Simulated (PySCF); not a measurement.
**Polarisability and C₆ of Sn+ (tin, charge +1)**

[Kr] 4d10 5s2 5p1, 2P determinant. All numbers are calculated (PySCF 2.14, scalar relativity by spin-free X2C-1e, in x2c-QZVPPall with one added diffuse shell each of s, p, d, f type (14s10p8d5f1g, 128 functions)). Coupled (time-dependent) response in atomic units; α is the mean over directions.

```json
{"method": "PBE0", "mean α (bohr³)": "27.37", "α xx, yy, zz": "25.53, 31.04, 25.53", "C₆ (like pair)": "213.4", "S(−4)": "254.7"}
```

S(−4) is the Cauchy moment in α(ω) = α(0) + S(−4) ω² + …

Spin-orbit coupling is absent.

α(iu) at PBE0:

```csv
u (hartree),α(iu) (bohr³)
0,27.37
0.0500,26.75
0.100,25.08
0.200,20.31
0.300,15.77
0.500,9.849
0.750,6.288
1.00,4.521
1.50,2.830
2.00,2.009
3.00,1.192
5.00,0.5666
```

For an ion, C₆ is the dispersion term alone; charge-induced terms of lower order in 1/R come first.

The components differ because the open shell of this determinant is not spherical; for a pure term their mean is the scalar polarisability.
